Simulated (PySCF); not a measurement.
## Polarisability and C₆ of C (carbon, neutral)

[He] 2s2 2p2, high-spin 3P determinant. All numbers are calculated (PySCF 2.14, scalar relativity by spin-free X2C-1e, in aug-cc-pVQZ-DK (6s5p4d3f2g, 80 functions)). Coupled (time-dependent) response in atomic units; α is the mean over directions.

```json
{"method": "UHF", "mean α (bohr³)": "11.96", "α xx, yy, zz": "10.89, 12.50, 12.50", "C₆ (like pair)": "46.32", "S(−4)": "94.80"}
{"method": "PBE", "mean α (bohr³)": "13.47", "α xx, yy, zz": "11.41, 14.50, 14.50", "C₆ (like pair)": "54.74", "S(−4)": "112.4"}
{"method": "PBE0", "mean α (bohr³)": "12.69", "α xx, yy, zz": "10.99, 13.53, 13.53", "C₆ (like pair)": "50.79", "S(−4)": "95.17"}
{"method": "BP86", "mean α (bohr³)": "13.49", "α xx, yy, zz": "11.41, 14.53, 14.53", "C₆ (like pair)": "54.99", "S(−4)": "110.9"}
{"method": "r2SCANh", "mean α (bohr³)": "12.73", "α xx, yy, zz": "11.08, 13.55, 13.55", "C₆ (like pair)": "52.63", "S(−4)": "91.16"}
```

S(−4) is the Cauchy moment in α(ω) = α(0) + S(−4) ω² + …

Reference α: 11.3 ± 0.4 bohr³ (recommended; Schwerdtfeger and Nagle, table of static dipole polarizabilities (2023 update)). Published C₆: 46.60 (Chu and Dalgarno (2004); Tang, Norbeck and Certain (1976)).

α(iu) at UHF:

```csv
u (hartree),α(iu) (bohr³)
0,11.96
0.0500,11.74
0.100,11.14
0.200,9.444
0.300,7.738
0.500,5.168
0.750,3.302
1.00,2.259
1.50,1.232
2.00,0.7717
3.00,0.3844
5.00,0.1544
```

A single London oscillator, α(iu) = α/(1 + u²/ω²), gives C₆ = (3/4) ω α². Matching the computed C₆ needs ω = 4 × 46.32 / (3 × 11.96²) = 0.432 hartree.

The components differ because the open shell of this determinant is not spherical; for a pure term their mean is the scalar polarisability.
